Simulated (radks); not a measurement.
Values are calculated unless marked as measured or tabulated.
Spherical quantum dot in the effective-mass picture: electrons in a parabolic well V = omega^2 r^2 / 2 with omega = 0.374, with a point charge +2 (a donor) at the centre, all in effective atomic units (hartree* = m*/eps^2 hartree, bohr* = eps/m* bohr), one dielectric constant everywhere. Level of theory: non-relativistic Kohn-Sham, PBEsol, spin-polarised, spherical densities (a radial shooting solver with Libxc functionals). Levels are named by radial order and angular momentum (1s, 1p, 1d, 2s, ...), and open shells are averaged over m. Results are scaled to m* = 0.081 and eps = 11, for which hartree* = 18.22 meV and bohr* = 7.186 nm.

N = 26, configuration 1s2 1p6 1d10 2s2 1f(up 6, down 0). This is the lowest configuration that the search found. Occupied and some empty levels:

level,occupation,eigenvalue (meV),<r> (nm)
1s down,1,101.47,7.027
1s up,1,101.54,7.025
2s up,1,112.26,28.14
2s down,1,112.73,27.35
1p up,3,112.94,27.84
1p down,3,113.37,26.83
1d up,5,115.70,32.20
1d down,5,116.32,31.68
1f up,6,118.68,34.92
2p up,0,119.28,28.16
1f down,0,119.40,34.67
2p down,0,119.64,28.54
1g up,0,121.98,37.06
1g down,0,122.75,36.98
2d up,0,123.66,31.93
2d down,0,124.06,32.01

Energy (meV): total 1671.13, kinetic 183.56, external 273.87, Hartree 1348.7, exchange-correlation -135.04.

Electron density:

r (nm),n(r) (e/nm^3)
4.38,0.001050
9.07,0.0001487
13.8,0.00007615
18.5,0.00008832
23.2,0.0001024
27.8,0.0001027
32.5,0.00008458
37.2,0.00005365
41.9,0.00002435
46.6,7.479e-06
51.3,1.562e-06
56.0,2.234e-07
60.7,2.156e-08
